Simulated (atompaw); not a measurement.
## An all-electron radial function and its pseudo partner (Pr (Z = 59))

Columns: radius, all-electron u(r) and pseudo u(r) of the 5s shell (level -40.24 eV) of praseodymium in the configuration [Kr] 4d10 4f3 5s2 5p6 5d0 6s1 6p1; PBEsol, scalar-relativistic, PAW (atompaw) scheme, atompaw 4.2.0.5.

| r (bohr) | all-electron | pseudo |
| --- | --- | --- |
| 0.115 | -0.0153 | 0.1463 |
| 0.231 | 0.3134 | 0.2909 |
| 0.346 | -0.1762 | 0.4282 |
| 0.462 | -0.5028 | 0.5577 |
| 0.577 | -0.4343 | 0.6739 |
| 0.692 | -0.1371 | 0.7750 |
| 0.808 | 0.2171 | 0.8590 |
| 0.923 | 0.5230 | 0.9222 |
| 1.038 | 0.7468 | 0.9638 |
| 1.154 | 0.8869 | 0.9831 |
| 1.269 | 0.9534 | 0.9803 |
| 1.385 | 0.9640 | 0.9571 |
| 1.500 | 0.9349 | 0.9164 |
| 1.615 | 0.8799 | 0.8616 |
| 1.731 | 0.8090 | 0.7960 |
| 1.846 | 0.7315 | 0.7243 |
| 1.962 | 0.6517 | 0.6489 |
| 2.077 | 0.5748 | 0.5742 |
| 2.192 | 0.5023 | 0.5023 |
| 2.308 | 0.4351 | 0.4351 |
| 2.423 | 0.3750 | 0.3750 |
| 2.538 | 0.3215 | 0.3215 |
| 2.654 | 0.2740 | 0.2740 |
| 2.769 | 0.2330 | 0.2330 |
| 2.885 | 0.1971 | 0.1971 |
| 3.000 | 0.1666 | 0.1666 |

Question: How many radial nodes do the two functions have?

Answer: The all-electron 5s function has n − l − 1 = 4 (the table is too coarse to show those close to the nucleus); the pseudo-wave has 0, since the states of the same l below it are removed with the core.

Question: At about which radius was the pseudo-wave matched?

Answer: 2.25 bohr, where the columns begin to agree (steps of 0.12 bohr).

Question: Is the pseudo-wave norm-conserving?

Answer: No, it belongs to a PAW set: the norm inside the radius is not constrained, and the difference is carried by the augmentation charge.
